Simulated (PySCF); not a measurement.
CH4Al (SMILES [CH3][AlH+]), charge +1, singlet, at a GFN2-xTB geometry (such geometries of metal compounds can be far from the true shape). Base run: PySCF with M06L/def2-SVP.

Geometry (Å):
```xyz
6

Al    -0.4037    -0.5597    -0.2730
C      0.6534     0.9012     0.4433
H      0.4404     1.0469     1.5161
H      0.4117     1.8351    -0.0922
H      1.7312     0.6974     0.3237
H     -1.2554    -1.7104    -0.8578
```
Charge +1, spin multiplicity 1.
All else is at PySCF's defaults.
Base energy -282.52661 Eh.

Each row names what was changed in the base input (with any setting that the change needs).

```json
[
 {"change": "base", "ΔE vs base (µEh)": "0.0", "grid points": "72536", "electrons on the grid": "22.00000"},
 {"change": "grids.prune = off", "ΔE vs base (µEh)": "0.9", "grid points": "117776", "electrons on the grid": "22.00000"},
 {"change": "grids.atom_grid = (50, 194)", "ΔE vs base (µEh)": "1157", "grid points": "39568", "electrons on the grid": "21.99996"},
 {"change": "grids.level = 0", "ΔE vs base (µEh)": "-4390", "grid points": "5192", "electrons on the grid": "21.99275"},
 {"change": "grids.level = 4", "ΔE vs base (µEh)": "-2.5", "grid points": "120136", "electrons on the grid": "22.00000"},
 {"change": "grids.level = 1", "ΔE vs base (µEh)": "1149", "grid points": "21424", "electrons on the grid": "21.99997"},
 {"change": "grids.atom_grid = (150, 974)", "ΔE vs base (µEh)": "-0.7", "grid points": "485280", "electrons on the grid": "22.00000"},
 {"change": "grids.radi_method = mura_knowles", "ΔE vs base (µEh)": "-4.4", "grid points": "68128", "electrons on the grid": "22.00000"},
 {"change": "grids.level = 2", "ΔE vs base (µEh)": "-44.8", "grid points": "44592", "electrons on the grid": "22.00000"},
 {"change": "grids.radi_method = gauss_chebyshev", "ΔE vs base (µEh)": "10.4", "grid points": "70432", "electrons on the grid": "22.00000"},
 {"change": "grids.atom_grid = (99, 590)", "ΔE vs base (µEh)": "-3.3", "grid points": "193912", "electrons on the grid": "22.00000"}
]
```
